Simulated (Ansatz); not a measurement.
`BCBN` + HBr → `NBCBr` + BH₃  (substitution at a C–B bond)

Computed with Ansatz on PBE0-D4/def2-TZVP structures; ΔE is electronic, products minus reactants. CBS: MP2 limit from def2 TZ/QZ plus the TZ coupled-cluster correction, frozen cores. This one scheme is used for every species. DFT in def2-TZVPP. HSE06 is defined as in plane-wave codes. For Br outer-core shells are correlated without core-valence functions, which leaves a few kJ/mol of doubt a bond. Scalar relativity is left out up to krypton. One conformer a species, not always the lowest.

```csv
level,ΔE (eV)
BHLYP-D4,0.66
CAM-B3LYP-D4,0.72
HSE06,0.77
MP2/def2-TZVPP,0.69
SCS-MP2/def2-TZVPP,0.64
CCSD(T)/def2-TZVPP,0.69
SCS-MP2/def2-QZVPP,0.64
MP2/CBS(def2),0.68
```

**Question.** What does CCSD(T)/CBS give? (Estimate.)

**Answer.** Ansatz gave: +0.69 eV. The listed levels differ from it by -0.03, 0.03, 0.08, 0.00, -0.05, 0.00, -0.05, -0.01 eV.

Largest T1 diagnostic among the species: 0.012.

Leaving LDA and LC-ωPBE aside and taking each functional with its dispersion term where it has one, the values, not all of them listed here, spread over 0.15 eV, from BHLYP-D4 to B97M-V. LDA lies +0.11 eV from PBE without D4. In def2-TZVPP, CCSD(T) changes the Hartree–Fock value by +0.10 eV (the triples alone add +0.00 eV) and MP2 by +0.10 eV. At CCSD(T), def2-SVP lies +0.17 eV from the extrapolated value and def2-TZVPP +0.01 eV.
